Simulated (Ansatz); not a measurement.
## One elementary step

Start structure (SiH6SeO, closed shell), relaxed at PBE0-D4/def2-TZVP:

```tsv
atom	x (Å)	y (Å)	z (Å)
Si1	-1.0879	-0.9991	0.2756
H2	-0.4437	-1.5266	-0.9618
H3	-2.4061	-1.6491	0.4613
H4	-0.1965	-1.3481	1.4192
O5	-1.3665	0.6162	0.1830
H6	2.3304	0.7860	0.4797
Se7	1.8471	1.8947	-0.3520
H8	-0.5839	1.1675	0.0516
H9	1.9072	1.0587	-1.5567
```

The step: SiH₄O ([OH][SiH3]) + H₂Se → SiH₄SeO ([OH][SiH2][SeH]) + H₂; bonds formed: Si1–Se7, H2–H6; bonds broken: Si1–H2, H6–Se7. Computed with Ansatz 0.2.0 (basis: def2-TZVPP and def2-QZVPP); correlated methods freeze the cores. Filled d shells of the heavier atoms are correlated. The def2 sets are not built for correlating such inner shells, so the correlated values are less sure here. Extrapolation: Hartree–Fock as exp(−7.88 √X), correlation as X^−2.97. Energies below are by CCSD(T) at an estimated basis limit (MP2 extrapolated from triple and quadruple zeta, plus CCSD(T) − MP2 in triple zeta).

Q: What are the electronic barrier and the energy of the step, from the start structure to the end structure? (An estimate is asked for; the value comes from the calculation.)

A: By the calculation: Barrier 1.850 eV; step energy -0.432 eV (downhill); reverse barrier, their difference, 2.281 eV. Barrier and step energy count from the start structure, the reverse barrier from the end structure.

The saddle point: One imaginary mode of 906i cm⁻¹.
| pair | start (Å) | saddle (Å) | end (Å) |
| --- | --- | --- | --- |
| Si1–Se7 | 4.17 | 2.73 | 2.28 |
| H2–H6 | 3.89 | 0.93 | 0.75 |
| Si1–H2 | 1.49 | 1.72 | 3.71 |
| H6–Se7 | 1.47 | 1.93 | 3.39 |

Zero-point energy (harmonic, PBE0-D4): ZPE is 1.465 eV at the start and 1.470 eV at the saddle, so the barrier goes from 1.850 to 1.854 eV.

T1 diagnostic: at most 0.012.

Labels in which every atom is bracketed show which atoms are joined, not bond orders.

For scale, one of the runs: CCSD(T)/def2-TZVPP, 205 basis functions, launched by `ansatz run in.yaml --threads 4 --pin off --events-out ev --progress --plain --max-ram 9574MiB`. Hardware: 4 CPU threads of an Arm Neoverse V1, shared host. Wall time 71 s; peak host memory 2.6 GiB.
